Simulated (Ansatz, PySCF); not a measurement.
C2H8GaN, SMILES [CH3][Ga]([CH3])[NH2].

Geometry optimised at TPSSh-D3(BJ)/def2-SVP. The isomer is the one that the SMILES or the coordinates give; other isomers of the formula were not compared. One conformer was computed; it need not be the lowest.

Vertical ionisation energy (IE) and electron affinity (EA) in eV. Rows of orbital energies are one-electron estimates. Where ΔSCF, EOM or ADC give a negative EA the extra electron is unbound and the value depends on the basis.

| level | IE | EA |
|---|---|---|
| −ε(HOMO), −ε(LUMO), ωB97X/def2-TZVP (PySCF) | 9.48 | -2.04 |
| −ε(HOMO), −ε(LUMO), PBE/def2-TZVP (PySCF) | 5.63 | 0.60 |
| ΔSCF, PBE0/def2-SVPD (Ansatz), final states of multiplicity 2 and 2 | 9.23 | -0.84 |
| ΔSCF, PBE/def2-SVPD (Ansatz), final states of multiplicity 2 and 2 | [?] | [?] |

### Question
Fill in the missing entries. (The exact figures need the calculation; the answer reports its results.)

### Answer

- ΔSCF, PBE/def2-SVPD (Ansatz, an electronic-structure program), final states of multiplicity 2 and 2, IE: 8.97
- ΔSCF, PBE/def2-SVPD (Ansatz), final states of multiplicity 2 and 2, EA: -0.70

### Question
What vertical singlet–triplet gap does ΔSCF give with PBE0/def2-SVPD (Ansatz) and with PBE/def2-SVPD (Ansatz)? (An estimate is asked for; the answer gives what the named calculation found.)

### Answer
5.41 and 5.15 eV (triplet above singlet where positive).
